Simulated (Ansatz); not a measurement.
Species: C3H2F5, charge 0, multiplicity 2. It need not be the lowest isomer of its formula. 
Coordinates optimised at B3LYP-D3(BJ)/def2-TZVP (Ansatz, an electronic-structure program):
```
C
H 1 1.0801
C 1 1.4821 2 119.47
F 3 1.3691 1 109.58 2 57.04
F 3 1.3715 4 106.70 1 118.68
H 3 1.0902 4 108.30 5 116.27
C 1 1.4828 2 118.92 3 -174.24
F 7 1.3418 1 111.44 2 -19.61
F 7 1.3516 8 107.91 1 122.89
F 7 1.3546 8 107.40 9 114.40
```
Charge 0, spin multiplicity 2.

Basis-set convergence of Hartree-Fock and CCSD(T) correlation energies (hartree) with Ansatz. Cores are frozen in the correlated levels unless marked. UHF or UKS for open shells. Spin-orbit coupling is left out. Non-relativistic.

```tsv
basis	functions	E(HF)	E(corr, CCSD(T))
cc-pVDZ	122	-611.95611	-1.35659
cc-pVTZ	268	…	…
```

**Question.** What belongs in the gaps?

**Answer.** 
- cc-pVTZ, E(HF): -612.16065
- cc-pVTZ, E(corr, CCSD(T)): -1.77213
